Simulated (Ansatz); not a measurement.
Basis-set extrapolation for C$_{2}$H$_{5}$NSSi, SMILES `[SiH3]SC1=CN1` (PBE0-D4/def2-TZVP geometry, frozen core, Ansatz 0.2.0). Multiplicity 1, RHF reference.

```csv
,def2-TZVPP,def2-QZVPP
HF,-819.509522,-819.535558
MP2 correlation,-0.821549,-0.881043
CCSD(T) correlation,-0.905628,not run
```

Energies in hartree. Use E(X) = E(∞) + A·exp(−7.88·√X) for Hartree–Fock and E(X) = E(∞) + B·X^(−2.97) for correlation, with X = 3 and 4, and add CCSD(T) minus MP2 of the smaller set to the MP2 limit.

**Question.** What is the CCSD(T) energy at the basis-set limit?

**Answer.** HF limit: -819.535558 + (-0.026036) × 0.13774 = -819.53914. MP2 limit: -0.881043 + (-0.059494) × 0.74074 = -0.92511. Higher-order term: -0.905628 − (-0.821549) = -0.08408. Total: -820.54833 hartree, 83.6 kcal/mol below CCSD(T)/def2-TZVPP.
